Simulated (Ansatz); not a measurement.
Relaxation of ClF₃Hf (5 atoms, charge 0, multiplicity 1), to a largest force component of 0.02 eV/Å in at most 40 steps.

Method: RKS PBE0-D4/def2-SVP in Ansatz.

```xyz
5
Properties=species:S:1:pos:R:3
Hf 0.000 0.000 0.000
Cl 0.000 0.000 2.520
F 1.867 0.000 -0.659
F -0.933 1.616 -0.659
F -0.933 -1.616 -0.659
```

**Question.** Where does it end, and by what steps?

**Answer.** The run converged. After 3 steps the energy has fallen by 0.513 eV; Cl2 moved furthest, 0.15 Å.

```json
{"step": "0", "energy less start (eV)": "0.0000", "largest force component (eV/Å)": "2.245", "accepted": "yes"}
{"step": "1", "energy less start (eV)": "-0.4503", "largest force component (eV/Å)": "1.549", "accepted": "yes"}
{"step": "2", "energy less start (eV)": "-0.5131", "largest force component (eV/Å)": "0.061", "accepted": "yes"}
{"step": "3", "energy less start (eV)": "-0.5133", "largest force component (eV/Å)": "0.010", "accepted": "yes"}
```

```xyz
5
Properties=species:S:1:pos:R:3
Hf 0.000 0.000 0.029
Cl 0.000 0.000 2.375
F 1.784 0.000 -0.620
F -0.891 1.545 -0.621
F -0.891 -1.545 -0.621
```

Time of the run: 24 s on 1 thread of Arm Neoverse V1, on a shared host, peak memory 0.19 GiB.
